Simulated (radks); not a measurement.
The mean radii <r> (bohr) of the occupied orbitals of an atom or ion are listed with their occupations. Calculated with a radial shooting solver on a logarithmic mesh with Libxc functionals: scalar-relativistic Kohn-Sham, r2SCAN, spin-polarised, spherical densities, finite nucleus; meta-GGA in the generalised Kohn-Sham scheme; Fermi nuclear charge, rms radius of each element as measured or else 0.836 A^(1/3) + 0.57 fm.

| orbital | occ. | <r> |
|---|---|---|
| 1s up | 1 | 0.03707 |
| 1s down | 1 | 0.03707 |
| 2s up | 1 | 0.1625 |
| 2s down | 1 | 0.1625 |
| 2p up | 3 | 0.1417 |
| 2p down | 3 | 0.1417 |
| 3s up | 1 | 0.4573 |
| 3s down | 1 | 0.4574 |
| 3p up | 3 | 0.4614 |
| 3p down | 3 | 0.4614 |
| 3d up | 5 | 0.4526 |
| 3d down | 5 | 0.4525 |
| 4s up | 1 | 1.211 |
| 4s down | 1 | 1.207 |
| 4p up | 3 | 1.356 |
| 4p down | 3 | 1.351 |
| 4d up | 1 | 2.086 |
| 5s up | 1 | 3.539 |
| 5s down | 1 | 3.565 |
| 5p up | 1 | 4.458 |

Name the element and its charge. Open shells, if any, are filled with parallel spins first.

Answer. Z = 40, zirconium, charge 0: Zr in [Kr] 4d1 5s2 5p1. The 1s radius gives Z: for a bare nucleus <r> = (2 gamma + 1)/(2Z) with gamma = sqrt(1 - (Z/c)^2), 0.03641 bohr for Z = 40, and screening makes it slightly larger (0.03707 here). The occupations add up to 40, and the charge is Z minus that.
